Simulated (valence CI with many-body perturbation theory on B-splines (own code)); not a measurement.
## Which ion has this spectrum?

A relativistic CI+MBPT calculation for an atom or ion with 15 electrons gives these levels (cm⁻¹):

```tsv
J	Parity	E	g
3/2	odd	0	1.98
3/2	odd	41804	0.87
5/2	odd	46343	1.20
1/2	odd	74453	0.66
3/2	odd	80847	1.28
5/2	even	274362	1.59
3/2	even	283987	1.73
1/2	even	288296	2.66
3/2	even	339930	0.81
5/2	even	341882	1.20
3/2	even	389849	1.32
1/2	even	394575	1.11
1/2	even	410728	1.55
3/2	even	426895	0.43
```

The energies are calculated, with errors of perhaps 200 cm⁻¹, more in some levels.

Which is it?
A. Ni13+
B. Co12+
C. Fe11+
D. Cr9+

C. Fe11+, ground level 3s²3p³ ⁴S°_3/2.
